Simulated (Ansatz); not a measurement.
## Worked example: CH3Br + CHI3 → CH3I + CHBrI2

Gas-phase species: CH3Br (bromomethane) `CBr`, singlet; CHI3 (iodoform) `IC(I)I`, singlet; CH3I (methyl iodide) `CI`, singlet; CHBrI2 (bromodiiodomethane) `BrC(I)I`, singlet. The partners trade Br for I; both sit on C, so the bond types are kept.

Shapes, held fixed at every level: PBE0-D4/def2-TZVP. Programs: Ansatz 0.2.0. The zero-point and thermal change to 298 K, harmonic and unscaled (PBE0-D4/def2-TZVP), is -0.7 kJ/mol.

At CCSD(T)/def2-TZVPP; 1 Eh = 2625.50 kJ/mol:

```
species   energy (Eh)
  CH3Br  -2612.542543
   CHI3   -930.038845
   CH3I   -336.975382
 CHBrI2  -3205.606009
```

Question: Work out ΔH(298 K) of the reaction at this level.

Answer: 
1. Products less reactants: (-336.975382) + (-3205.606009) − [(-2612.542543) + (-930.038845)] = -0.000003 Eh = 0.0 kJ/mol.
2. With the thermal change: 0.0 + (-0.7) = -0.7 kJ/mol.

Other levels give -3.5 (SPW92/def2-TZVPP) to +2.1 kJ/mol (MP2/def2-TZVPP). No measured value is set beside it here. For atoms past krypton def2 sets carry core potentials with scalar relativity. Relativity is left out for Br. Outer-core shells of Br, I are correlated, in sets that cover them unevenly. The levels disagree on the sign, so it isn't settled. That is about zero within the method's error.
